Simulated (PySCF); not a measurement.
**Atomic charges by several schemes**

C₄H₇ClSSi.
Cartesian coordinates in Å at the GFN2-xTB level; atoms count from 1:
```xyz
14
C4H7ClSSi angstrom
Cl     2.1732   -1.4332   -0.8247
Si     2.7244    0.1717    0.2656
S      1.0568    1.0297    1.3023
C     -0.2616   -0.2584    1.2060
C     -1.0675   -0.1436   -0.0602
C     -2.1444    0.8950   -0.1779
C     -2.5578   -0.3252   -0.0184
H      3.6927   -0.2910    1.2493
H      3.2372    1.2037   -0.6166
H      0.2176   -1.2317    1.2964
H     -0.8844   -0.0763    2.0810
H     -0.5184   -0.4353   -0.9519
H     -2.3313    1.9324   -0.3002
H     -3.3371   -1.0382    0.0872
```

Density: PBE0/pcSseg-1 (PySCF); schemes: Mulliken, IAO, Hirshfeld and ESP-fitted. Geometry: GFN2-xTB, one conformer, isolated molecule. GFN2-xTB frequencies show an imaginary mode (37i cm⁻¹), so this geometry is no minimum at that level.

Which atoms carry the highest charge in the Mulliken, IAO, Hirshfeld and ESP-fitted schemes?

All schemes agree: Mulliken Si2 (+0.635); IAO Si2 (+0.729); Hirshfeld Si2 (+0.321); ESP-fitted Si2 (+0.346).

For which atoms does the sign change between the 4 schemes (beyond +0.03 e in one, beyond −0.03 e in another)?

C5. Atomic charges aren't observables, and each scheme defines them in its own way.

Give the atomic charges in each scheme.

In e:

```csv
atom,environment,Mulliken,IAO,Hirshfeld,ESP-fitted
Cl1,silicon-bound chlorine,-0.310,-0.303,-0.087,-0.161
Si2,chlorine-bound silicon,+0.635,+0.729,+0.321,+0.346
S3,sulfur bonded to C and Si,-0.278,-0.216,-0.109,-0.241
C4,sp3 carbon bound to sulfur,-0.282,-0.329,-0.075,-0.473
C5,allylic carbon,-0.170,-0.119,-0.059,+0.138
C6,alkene CH carbon,-0.040,-0.148,-0.041,-0.210
C7,alkene CH carbon,-0.066,-0.157,-0.043,-0.255
H8,Si–H hydrogen,-0.057,-0.128,-0.075,-0.041
H9,Si–H hydrogen,-0.059,-0.118,-0.070,-0.023
H10,methylene hydrogen,+0.170,+0.151,+0.033,+0.184
H11,methylene hydrogen,+0.155,+0.162,+0.042,+0.257
H12,methine hydrogen,+0.139,+0.124,+0.013,+0.065
H13,vinylic hydrogen,+0.082,+0.178,+0.077,+0.207
H14,vinylic hydrogen,+0.080,+0.175,+0.075,+0.206
```

Mean size of the charges over all atoms: IAO 0.217 e, ESP-fitted 0.200 e, Mulliken 0.180 e, Hirshfeld 0.080 e. Each set sums to the total charge, 0, to within 0.001 e. The ESP scheme fits charges at the nuclei, held to the total charge, to the electrostatic potential on points at 1.4 to 2.0 times the van der Waals radii.

Sum the charges by element, for elements with more than one atom.

| element | atoms | Mulliken | IAO | Hirshfeld | ESP-fitted |
| --- | --- | --- | --- | --- | --- |
| C | 4 | -0.557 | -0.754 | -0.218 | -0.801 |
| H | 7 | +0.511 | +0.544 | +0.095 | +0.856 |

How many electrons does the IAO scheme count on S3?

Z − q = 16 − (-0.216) = 16.216.
